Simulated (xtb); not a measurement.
C₆H₁₅B, charge +1, quartet, at a GFN2-xTB geometry of the parent state (a state made from the parent by changing its charge; the spin is typed, not shown lowest); GFN0-xTB in xtb.

Here is a job for xtb.
```
$ xtb mol.xyz --gfn 0 --chrg 1 --uhf 3 --json

# file mol.xyz
22

B      0.10960004     0.05448047     0.16764879
C      1.34971883     0.26734358    -0.78850144
C      1.18205715    -0.08974423    -2.26639284
H      2.21475437    -0.27534128    -0.39456294
H      1.63294292     1.32418425    -0.71934327
H      0.37911736     0.48917675    -2.71572930
H      0.94540644    -1.14552137    -2.37871485
H      2.09680779     0.11268753    -2.82145337
C     -1.35504184    -0.20569525    -0.37895485
C     -2.04302334     1.13915030    -0.67099684
H     -1.97186892    -0.74109051     0.34641724
H     -1.36331242    -0.79190263    -1.29943239
H     -1.49029615     1.69835735    -1.42222400
H     -2.09496543     1.74476586     0.23111726
H     -3.05562121     0.98065894    -1.03690360
C      0.34127770     0.14063981     1.73608776
C      0.49544493    -1.27220069     2.32357944
H     -0.50215915     0.61716517     2.24140370
H      1.23533184     0.71115598     1.99775170
H      1.35292307    -1.77609706     1.88305125
H     -0.39001887    -1.87000190     2.12028003
H      0.64035737    -1.22756071     3.40117103
```

What the program printed (banner, timings and long lists left out):

```
   ID    Z sym.   atoms
    1    5 B      1
    2    6 C      2, 3, 9, 10, 16, 17
    3    1 H      4-8, 11-15, 18-22

           -------------------------------------------------
          |                Calculation Setup                |
           -------------------------------------------------

           -------------------------------------------------
          |                 G F N 0 - x T B                 |
           -------------------------------------------------

          ...................................................
          :                      SETUP                      :
          :.................................................:
          :  # basis functions                  58          :
          :  # atomic orbitals                  58          :
          :  # shells                           44          :
          :  # electrons                        41          :
          :  electronic temp.          300.0000000     K    :
          :  accuracy                    1.0000000          :
          :  -> integral cutoff          0.2500000E+02      :
          :  -> integral neglect         0.1000000E-07      :
          ...................................................

         :::::::::::::::::::::::::::::::::::::::::::::::::::::
         ::                     SUMMARY                     ::
         :::::::::::::::::::::::::::::::::::::::::::::::::::::
         :: total energy             -20.454065800229 Eh    ::
         :: gradient norm              0.069153956797 Eh/a0 ::
         :: HOMO-LUMO gap              2.403019119803 eV    ::
         ::.................................................::
         :: H0 energy                -22.068250071975 Eh    ::
         :: repulsion energy           0.361119925975 Eh    ::
         :: electrostat energy         1.297579947407 Eh    ::
         :: -> Gsolv                   0.000000000000 Eh    ::
         ::    -> Gsasa                0.000000000000 Eh    ::
         ::    -> Gshift               0.000000000000 Eh    ::
         :: dispersion energy         -0.006188213024 Eh    ::
         :: short-range corr.         -0.038327388612 Eh    ::
         :: add. restraining           0.000000000000 Eh    ::
         :: total charge               1.000000000000 e     ::
         :::::::::::::::::::::::::::::::::::::::::::::::::::::

           -------------------------------------------------
          |                Property Printout                |
           -------------------------------------------------

    * Orbital Energies and Occupations

         #    Occupation            Energy/Eh            Energy/eV
      -------------------------------------------------------------
         1        2.0000           -0.6327235             -17.2173
       ...           ...                  ...                  ...
        10        2.0000           -0.5411421             -14.7252
        11        2.0000           -0.5366202             -14.6022
        12        2.0000           -0.5333322             -14.5127
        13        2.0000           -0.5080626             -13.8251
        14        2.0000           -0.5048776             -13.7384
        15        2.0000           -0.5017833             -13.6542
        16        2.0000           -0.4996502             -13.5962
        17        2.0000           -0.4974316             -13.5358
        18        2.0000           -0.4966931             -13.5157
        19        2.0000           -0.4894925             -13.3198
        20        1.0000           -0.4401971             -11.9784
        21        1.0000           -0.4393688             -11.9558
        22        1.0000           -0.2481269              -6.7519 (HOMO)
        23                         -0.1598176              -4.3489 (LUMO)
        24                         -0.1566172              -4.2618
        25                         -0.1505867              -4.0977
        26                         -0.1291897              -3.5154
        27                         -0.1262834              -3.4363
        28                         -0.1216626              -3.3106
        29                         -0.1172253              -3.1899
        30                         -0.1101973              -2.9986
        31                         -0.0949527              -2.5838
        32                         -0.0918663              -2.4998
        33                         -0.0842845              -2.2935
       ...                                ...                  ...
        58                          0.4274894              11.6326
      -------------------------------------------------------------
                  HL-Gap            0.0883093 Eh            2.4030 eV
             Fermi-level            0.0000000 Eh            0.0000 eV

     #   Z          covCN         q      C6AA      α(0)
     1   5 B        2.700    -0.017    37.253     9.976
     2   6 C        3.721    -0.098    25.136     7.245
     3   6 C        3.749    -0.397    32.649     8.247
     4   1 H        0.924     0.130     1.535     1.937
     5   1 H        0.924     0.132     1.521     1.929
     6   1 H        0.925     0.180     1.204     1.716
     7   1 H        0.925     0.190     1.153     1.679
     8   1 H        0.925     0.202     1.091     1.633
     9   6 C        3.721    -0.095    25.079     7.237
    10   6 C        3.751    -0.399    32.696     8.252
    11   1 H        0.924     0.128     1.550     1.947
    12   1 H        0.924     0.127     1.561     1.954
    13   1 H        0.925     0.184     1.183     1.701
    14   1 H        0.925     0.190     1.148     1.676
    15   1 H        0.925     0.199     1.101     1.641
    16   6 C        3.720    -0.112    25.442     7.289
    17   6 C        3.751    -0.395    32.585     8.238
    18   1 H        0.924     0.134     1.502     1.917
    19   1 H        0.924     0.136     1.492     1.910
    20   1 H        0.925     0.191     1.146     1.674
    21   1 H        0.925     0.188     1.163     1.686
    22   1 H        0.925     0.202     1.090     1.632

 Mol. C6AA /au·bohr⁶  :       3053.804367
 Mol. C8AA /au·bohr⁸  :      73195.604700
 Mol. α(0) /au        :         83.116170

Wiberg/Mayer (AO) data.
largest (>0.10) Wiberg bond orders for each atom

 ---------------------------------------------------------------------------
     #   Z sym  total        # sym  WBO       # sym  WBO       # sym  WBO
 ---------------------------------------------------------------------------
     1   5 B    2.476 --     9 C    0.704    16 C    0.692     2 C    0.688
     2   6 C    3.821 --     3 C    1.028     4 H    0.960     5 H    0.959
                             1 B    0.688
     3   6 C    3.974 --     2 C    1.028     7 H    0.977     6 H    0.976
                             8 H    0.940
     4   1 H    1.001 --     2 C    0.960
     5   1 H    1.010 --     2 C    0.959
     6   1 H    0.981 --     3 C    0.976
     7   1 H    0.984 --     3 C    0.977
     8   1 H    0.980 --     3 C    0.940
     9   6 C    3.820 --    10 C    1.016    11 H    0.959    12 H    0.958
                             1 B    0.704
    10   6 C    3.974 --     9 C    1.016    14 H    0.976    13 H    0.975
                            15 H    0.937
    11   1 H    0.992 --     9 C    0.959
    12   1 H    0.992 --     9 C    0.958
    13   1 H    0.998 --    10 C    0.975
    14   1 H    0.999 --    10 C    0.976
    15   1 H    0.980 --    10 C    0.937
    16   6 C    3.811 --    17 C    1.017    19 H    0.960    18 H    0.959
                             1 B    0.692
    17   6 C    3.974 --    16 C    1.017    21 H    0.976    20 H    0.975
                            22 H    0.938
    18   1 H    0.995 --    16 C    0.959
    19   1 H    0.989 --    16 C    0.960
    20   1 H    0.998 --    17 C    0.975
    21   1 H    0.996 --    17 C    0.976
    22   1 H    0.979 --    17 C    0.938
 ---------------------------------------------------------------------------

Topologies differ in total number of bonds
Writing topology from bond orders to xtbtopo.mol

 dipole moment from electron density (au)
     X       Y       Z
   0.2227   0.0737   0.1370  total (Debye):    0.690

           -------------------------------------------------
          | TOTAL ENERGY              -20.454065800229 Eh   |
          | GRADIENT NORM               0.069153956797 Eh/α |
          | HOMO-LUMO GAP               2.403019119803 eV   |
           -------------------------------------------------

normal termination of xtb
```
